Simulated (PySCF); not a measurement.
C5H5Cl, SMILES C#C/C(C)=C/Cl.

The structure is a stationary point at PBE-D3(BJ)/def2-SVP. The structure was generated by enumeration; whether it is a known compound was not checked.

Computed with PBE/def2-TZVP (PySCF).

Gas-phase values at a fixed geometry.

The total energy comes out as -653.29310 hartree, the point group is Cs and the highest occupied level is -5.79 eV. The lowest empty level is -2.02 eV and the orbital gap is 3.76 eV. The dipole moment is 0.82 D. The quadrupole, principal values (traceless, Buckingham form, about the centre of nuclear charge) is -4.79, 0.15, 4.64 D·Å and the mean static polarisability comes out as 77.8 bohr³ (11.53 Å³). The polarisability, principal values is 45.1, 65.6, 122.7 bohr³.
